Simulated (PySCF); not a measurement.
# Ionisation energy along the 10-electron series

Calculated with PySCF 2.14 and a two-component X2C-1e Hamiltonian (Gaussian nucleus, no Breit or QED terms), each ion in its own even-tempered basis scaled to its charge; GMP2 freezes nothing and drops the highest virtual spinors. Values in eV. NIST values: (m) measured, (s) semi-empirical, (t) theoretical.

```csv
ion,configuration,GHF (spin-free),GMP2 (spin-free),GHF (screened spin-orbit),GMP2 (screened spin-orbit),NIST
Er⁵⁸⁺,[Ne],13211.3,13212.9,12930.8,12932.4,12918 ± 6 (t)
Yb⁶⁰⁺,[Ne],14115.4,14117.0,13798.0,13799.6,13784 ± 10 (t)
```

**Question.** Fill in the row of Tm⁵⁹⁺.

**Answer.** configuration: [Ne]; GHF (spin-free): 13659.3; GMP2 (spin-free): 13660.9; GHF (screened spin-orbit): 13360.8; GMP2 (screened spin-orbit): 13362.3; NIST: 13347 ± 7 (t).
